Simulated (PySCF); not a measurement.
# Electronic absorption of C6H13GeN

Species: C₆H₁₃GeN.
Structure used (PBE0-D3(BJ)/def2-SVP), in Å, numbered top down from 1:
```
atom  x, y, z in Å
N1    -2.327   -0.120   -1.209
Ge2   -1.988   -0.975    0.393
C3    -0.788    0.164    1.404
C4    -0.501    1.577    0.952
C5     0.578    0.544    0.881
C6     1.065    0.047   -0.441
C7     2.069   -1.067   -0.498
C8     2.473    0.328   -0.877
H9    -2.740   -0.723   -1.916
H10   -2.919    0.701   -1.117
H11   -1.361   -2.332    0.019
H12   -3.265   -1.231    1.235
H13   -0.855    0.020    2.488
H14   -0.928    1.903   -0.002
H15   -0.439    2.360    1.712
H16    1.364    0.614    1.643
H17    0.298    0.056   -1.223
H18    2.437   -1.466    0.452
H19    1.970   -1.816   -1.288
H20    2.656    0.551   -1.931
H21    3.117    0.879   -0.185
```

Computed with TDDFT B3LYP/def2-SVPD, vertical, gas phase, core orbitals frozen in the response (PySCF). The B3LYP/def2-SVPD calculation is non-relativistic and has no spin–orbit coupling, an omission that weighs most on germanium.

```
state  E (eV)  E (kJ/mol)  λ (nm)       f  main configurations (H = HOMO, L = LUMO)
   S1    5.95         574   208.5   0.017                    H→L (77%), H-1→L (22%)
   S2    6.37         615   194.5  0.0084                    H-1→L (76%), H→L (22%)
   S3    6.55         632   189.3   0.028                               H→L+1 (94%)
   S4    6.81         657   182.1   0.028                H-1→L+1 (73%), H→L+2 (21%)
   S5    6.98         673   177.7  0.0099                   H-2→L (84%), H→L+3 (8%)
   S6    7.03         679   176.3   0.033    H→L+2 (54%), H-1→L+1 (17%), H→L+4 (9%)
   S7    7.04         680   176.0   0.030                  H→L+3 (69%), H→L+2 (11%)
   S8    7.17         692   172.8  0.0035                H→L+4 (51%), H-1→L+3 (32%)
   S9    7.28         702   170.3  0.0034                             H-2→L+1 (94%)
  S10    7.32         706   169.5  0.0036                             H-1→L+2 (82%)
```

Triplets (Tamm–Dancoff): T1 5.62 eV, H→L (59%), H-1→L (35%); T2 6.29 eV, H-1→L (56%), H→L (39%); T3 6.40 eV, H→L+1 (88%); T4 6.64 eV, H-1→L+1 (66%), H→L+2 (25%).

The lowest singlet comes at 208 nm (574 kJ/mol) in the ultraviolet; it is weak; its leading configuration is HOMO→LUMO (77%). The strongest level in the table is S6 at 7.03 eV (176 nm, f = 0.033). Löwdin shares by element: HOMO carbon 30% or more, nitrogen 25% (atoms not listed hold the other 45%); LUMO germanium 28%, hydrogen 26% or more, nitrogen 13% (atoms not listed hold the other 33%). Of the 10 states listed, 5 reach f = 0.01 and none stays under 0.0005. Orbital energies (eV): HOMO-3 -8.40, HOMO-2 -7.66, HOMO-1 -7.14, HOMO -6.88, LUMO 0.05, LUMO+1 0.47, LUMO+2 0.91. The listed states span 1.37 eV, and the widest gap between neighbours is 0.43 eV (S1 to S2). All these states lie below the vertical ionisation energy of 8.68 eV (ΔSCF). The window holds the lowest 10 singlets.

Time: 19 min; peak memory 1.3 GiB. Hardware: an Intel Xeon at 2.50 GHz with one thread, shared host with 64 logical CPUs at a one-minute load of 63.

One conformer stands for the species.

Without π bonds the low states are Rydberg-like; a valence basis with one diffuse set may place them up to an eV too high.
